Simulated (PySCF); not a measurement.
Species: C2H7F2NSi.
Numbering: `[NH2:1][SiH2:2][CH2:3][CH:4]([F:5])[F:6]` (hydrogens: H7, H8 on N1; H9, H10 on Si2; H11, H12 on C3; H13 on C4)

The same species was optimised twice, with GFN2-xTB and with PBE0-D3(BJ)/def2-SVP (PySCF), and the same property calculations (PySCF, gas phase) were run on both structures.

```
      coordinate  GFN2-xTB  PBE0-D3(BJ)/def2-SVP  change
      Si2–C3 (Å)     1.905                 1.891  -0.014
      N1–Si2 (Å)     1.719                 1.732  +0.013
       C4–F6 (Å)     1.363                 1.355  -0.008
       C4–F5 (Å)     1.359                 1.359   0.000
       C3–C4 (Å)     1.501                 1.501   0.000
   N1–Si2–C3 (°)     103.8                 107.7    +3.9
   Si2–C3–C4 (°)     111.2                 114.5    +3.3
    F5–C4–F6 (°)     105.4                 107.2    +1.8
    C3–C4–F5 (°)     111.5                 110.1    -1.4
    C3–C4–F6 (°)     111.7                 111.0    -0.7
N1–Si2–C3–C4 (°)       178                   167     -11
Si2–C3–C4–F5 (°)        59                    54      -5
```

Rotational constants: A = 6876, B = 1312, C = 1167 MHz (GFN2-xTB) against A = 6968, B = 1294, C = 1142 MHz (PBE0-D3(BJ)/def2-SVP). Point groups within 0.08 Å: C1 and C1.

On the GFN2-xTB structure: HOMO (eV) -7.56 [PBE0/pcSseg-1]; LUMO (eV) 0.63 [PBE0/pcSseg-1]; dipole (D) 3.42 [PBE0/pcSseg-1]; GIAO shielding of N1 (ppm) 263.4 [PBE0/pcSseg-1]; GIAO shielding of Si2 (ppm) 384.7 [PBE0/pcSseg-1]; GIAO shielding of C3 (ppm) 161.9 [PBE0/pcSseg-1]; GIAO shielding of C4 (ppm) 64.6 [PBE0/pcSseg-1]; GIAO shielding of F5/F6 (mean) (ppm) 293.8 [PBE0/pcSseg-1].

**Question.** What do these properties become on the PBE0-D3(BJ)/def2-SVP structure?

**Answer.** 
```json
{"property": "HOMO (eV)", "level": "PBE0/pcSseg-1", "on GFN2-xTB": "-7.56", "on PBE0-D3(BJ)/def2-SVP": "-7.55", "change": "+0.01"}
{"property": "LUMO (eV)", "level": "PBE0/pcSseg-1", "on GFN2-xTB": "0.63", "on PBE0-D3(BJ)/def2-SVP": "0.73", "change": "+0.10"}
{"property": "dipole (D)", "level": "PBE0/pcSseg-1", "on GFN2-xTB": "3.42", "on PBE0-D3(BJ)/def2-SVP": "3.34", "change": "-0.08"}
{"property": "energy, GFN2-xTB geometry as zero (kcal/mol)", "level": "PBE0/pcSseg-1", "on GFN2-xTB": "0.0", "on PBE0-D3(BJ)/def2-SVP": "-1.6", "change": "-1.6"}
{"property": "GIAO shielding of N1 (ppm)", "level": "PBE0/pcSseg-1", "on GFN2-xTB": "263.4", "on PBE0-D3(BJ)/def2-SVP": "260.4", "change": "-3.0"}
{"property": "GIAO shielding of Si2 (ppm)", "level": "PBE0/pcSseg-1", "on GFN2-xTB": "384.7", "on PBE0-D3(BJ)/def2-SVP": "385.3", "change": "+0.6"}
{"property": "GIAO shielding of C3 (ppm)", "level": "PBE0/pcSseg-1", "on GFN2-xTB": "161.9", "on PBE0-D3(BJ)/def2-SVP": "160.5", "change": "-1.4"}
{"property": "GIAO shielding of C4 (ppm)", "level": "PBE0/pcSseg-1", "on GFN2-xTB": "64.6", "on PBE0-D3(BJ)/def2-SVP": "65.8", "change": "+1.2"}
{"property": "GIAO shielding of F5/F6 (mean) (ppm)", "level": "PBE0/pcSseg-1", "on GFN2-xTB": "293.8", "on PBE0-D3(BJ)/def2-SVP": "297.3", "change": "+3.5"}
```

The heavy atoms differ by 0.091 Å rms after alignment. Among the bonds compared N1–Si2 and Si2–C3 change most and about equally (-0.014 to +0.013 Å). Changes are differences of the printed values. Neither structure is proved a minimum here.

Conformer computed: `[NH2:1][SiH2:2][CH2:3][CH:4]([F:5])[F:6]`: N1–Si2–C3–C4 167°, Si2–C3–C4–F5 54°, H–N1–Si2–C3 158°, H–N1–Si2–C3 -62°.
